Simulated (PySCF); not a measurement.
4-(methylthio)aniline, C₇H₉NS.
Atom-mapped SMILES: `[CH3:1][S:2][c:3]1[cH:4][cH:5][c:6]([NH2:7])[cH:8][cH:9]1` (hydrogens: H10, H11, H12 on C1; H13 on C4; H14 on C5; H15, H16 on N7; H17 on C8; H18 on C9)

Method: PBE0-D3(BJ)/def2-SVP geometry optimisation, gas phase (PySCF 2.14.0); density fitting, grid level 2; the optimiser is geomeTRIC in internal coordinates, started from a GFN2-xTB structure.

Step 0: E = -19707.5600 eV
```
atom  x, y, z in Å  |  force x, y, z in eV/Å
C1      3.3817   -0.1797   -0.6211   -0.604  -0.244   0.658
S2      2.3964   -0.5629    0.8579    0.137   0.044  -0.030
C3      0.7363   -0.2540    0.3139    0.858  -0.134   0.183
C4      0.3480   -0.3123   -1.0163   -0.129   0.027   0.027
C5     -0.9652   -0.0650   -1.3652   -0.050  -0.015   0.015
C6     -1.9216    0.2322   -0.3957   -0.487   0.219  -0.168
N7     -3.2157    0.5551   -0.7564    0.164   0.073   0.049
C8     -1.5235    0.2685    0.9421   -0.034  -0.073  -0.056
C9     -0.2117    0.0327    1.2906    0.032  -0.058  -0.121
H10     3.0356    0.7563   -1.0488   -0.047   0.406  -0.261
H11     4.4072   -0.0789   -0.2799    0.433   0.043   0.104
H12     3.3153   -0.9889   -1.3428    0.046  -0.256  -0.395
H13     1.0587   -0.5542   -1.7910    0.306  -0.103  -0.324
H14    -1.2587   -0.1055   -2.4046   -0.120  -0.001  -0.455
H15    -3.9105    0.4751   -0.0316   -0.180  -0.046   0.058
H16    -3.5193    0.2310   -1.6605   -0.128  -0.067  -0.119
H17    -2.2532    0.4920    1.7070   -0.305   0.115   0.347
H18     0.0915    0.0649    2.3259    0.108   0.071   0.488
```

**Question.** Estimate the geometry and energy of step 1. (The exact step hangs on the optimiser's Hessian estimate; all steps are aligned on step 0, rigid shifts and turns removed.)

**Answer.** E = -19707.6149 eV, largest force 0.150 eV/Å
```
atom  x, y, z in Å  |  force x, y, z in eV/Å
C1      3.3872   -0.2190   -0.6054    0.067   0.086  -0.050
S2      2.4146   -0.5245    0.8766   -0.008  -0.015   0.001
C3      0.7654   -0.2235    0.3171   -0.109   0.016   0.003
C4      0.3546   -0.2657   -1.0190    0.138  -0.035  -0.050
C5     -0.9697   -0.0295   -1.3708   -0.062   0.023  -0.079
C6     -1.9449    0.2442   -0.4009    0.013  -0.050   0.008
N7     -3.2511    0.5263   -0.7532   -0.048   0.011  -0.018
C8     -1.5316    0.2693    0.9418   -0.073   0.038   0.047
C9     -0.2068    0.0508    1.2887    0.067  -0.012   0.095
H10     3.1062    0.7439   -1.0617    0.037  -0.050   0.013
H11     4.4368   -0.1623   -0.2791   -0.058  -0.025  -0.019
H12     3.2958   -1.0246   -1.3503   -0.013   0.009   0.031
H13     1.0718   -0.4916   -1.8117   -0.028   0.014   0.025
H14    -1.2561   -0.0576   -2.4270    0.015  -0.004   0.032
H15    -3.9486    0.3968   -0.0315    0.031  -0.003  -0.009
H16    -3.5549    0.1888   -1.6576    0.023   0.005   0.024
H17    -2.2646    0.4855    1.7255    0.030  -0.008  -0.021
H18     0.0872    0.0989    2.3419   -0.022   0.000  -0.035
```

The energy changes by -0.0550 eV. The first-order estimate −F·Δx gives -0.1145 eV and the mean of the old and new forces, exact on a quadratic surface, -0.0542 eV. The step makes an angle of 74° with the force vector and moves no atom by more than 0.089 Å.

The cost below is that of the whole optimisation. Hardware: Arm Neoverse V1, one thread, shared host with 32 logical CPUs at a one-minute load of 26. Cost: 2.9 min of wall time, 0.81 GiB resident at most.
